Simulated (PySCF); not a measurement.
Work out the structure from these simulated measurements.

Formula: C7H12F2O2.

- Rotational structure: rotational constants A, B, C: 2.399, 0.595, 0.535 GHz [GFN2-xTB]
- 13C NMR: chemical shifts (computed TMS as zero) by class: 122.5 (1 C), 103.2 (1 C), 66.5 (1 C), 39.3 (1 C), 34.9 (1 C), 34.8 (1 C), 25.6 (1 C) ppm [GIAO PBE0/pcSseg-1]
- 1H NMR: chemical shifts (computed TMS as zero) by class: 6.66 (1 H), 5.32 (1 H), 3.97 (1 H), 3.85 (1 H), 2.32 (1 H), 2.03 (1 H), 1.77 (1 H), 1.73 (1 H), 1.67 (1 H), 1.63 (1 H), 1.40 (1 H), 1.27 (1 H) ppm [GIAO PBE0/pcSseg-1]
- Dipole: 3.70 D [PBE0/pcSseg-1]
- NMR, other nuclei: isotropic shieldings of nuclei other than C and H, by class: 176 (1 O), 251 (1 O), 275 (1 F), 283 (1 F) ppm [GIAO PBE0/pcSseg-1]

The electronic properties come from PySCF, for the isolated species, density fitting. Levels stand in brackets. The structure is a single GFN2-xTB conformer in the gas phase; no vibrational or solvent corrections. NMR values are class means; diastereotopic atoms form classes of their own.

Question: Propose a structure and show how it fits.

Answer: Numbering: `[F:1][CH:2]([F:3])[O:4][C@@H:5]1[CH2:6][CH2:7][CH2:8][CH2:9][CH2:10][O:11]1`. Its formula, C7H12F2O2, gives 1 degree of unsaturation: 1 ring and 0 π bonds in the structure found. 7 carbons fall into 7 classes; from least to most shielded: CHF2 carbon [C2] (122.5 ppm), sp3 carbon bearing two oxygens [C5] (103.2 ppm), ring sp3 carbon bound to oxygen [C10] (66.5 ppm), ring CH2 carbon [C6] (39.3 ppm), ring CH2 carbon [C9] (34.9 ppm), ring CH2 carbon [C8] (34.8 ppm), ring CH2 carbon [C7] (25.6 ppm). Hydrogen classes from least to most shielded: 1 H on a CHF2 carbon, C2 (6.66 ppm), 1 H on an sp3 carbon bearing two oxygens, C5 (5.32 ppm), 1 H on an sp3 carbon bound to oxygen, C10 (3.97 ppm), 1 H on an sp3 carbon bound to oxygen, C10 (3.85 ppm), 1 H on a ring CH2 carbon, C6 (2.32 ppm), 1 H on a ring CH2 carbon, C8 (2.03 ppm), 1 H on a ring CH2 carbon, C6 (1.77 ppm), 1 H on a ring CH2 carbon, C7 (1.73 ppm), 1 H on a ring CH2 carbon, C9 (1.67 ppm), 1 H on a ring CH2 carbon, C9 (1.63 ppm), 1 H on a ring CH2 carbon, C7 (1.40 ppm), 1 H on a ring CH2 carbon, C8 (1.27 ppm). The other shieldings belong to: 176 ppm, ether oxygen [O4]; 251 ppm, cyclic ether oxygen [O11]; 275 ppm, fluorine of a CF2 group [F1]; 283 ppm, fluorine of a CF2 group [F3]. The optimised geometry has point group C1 and is an asymmetric top. Structure: `FC(F)O[C@@H]1CCCCCO1`. The assignments are read from this structure; whether some other isomer fits the data as well wasn't checked. The mirror image fits equally.
